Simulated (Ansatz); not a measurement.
## Worked example: C4H9Br + C2H4F2 → C4H10 + C2H3BrF2

Species: C4H9Br (2-bromo-2-methylpropane) `CC(C)(C)Br`, singlet; C2H4F2 `CC(F)F`, singlet; C4H10 (isobutane) `CC(C)C`, singlet; C2H3BrF2 (2-bromo-1,1-difluoroethane) `FC(F)CBr`, singlet. The partners trade Br for H; both sit on C, so the bond types are kept.

Shapes, held fixed at every level: PBE0-D4/def2-TZVP. Flexible molecules stand in one conformer, not always the lowest. Programs: Ansatz 0.2.0. Electronic energies: no zero-point or thermal term.

At CCSD(T)/def2-TZVPP; 1 Eh = 2625.50 kJ/mol:

| species | energy (Eh) |
| --- | --- |
| C4H9Br | -2730.275173 |
| C2H4F2 | -277.960991 |
| C4H10 | -158.158425 |
| C2H3BrF2 | -2850.062297 |

Problem. Work out ΔE of the reaction at this level.

Solution. 
1. Products less reactants: (-158.158425) + (-2850.062297) − [(-2730.275173) + (-277.960991)] = 0.015442 Eh = +40.5 kJ/mol.

Other levels give +37.4 (wB97X-V/def2-TZVPP) to +45.9 kJ/mol (MP2/def2-TZVPP). No measured value is set beside it here. Relativity is left out for Br. Outer-core shells of Br are correlated in most correlated rows, in sets that cover them unevenly.
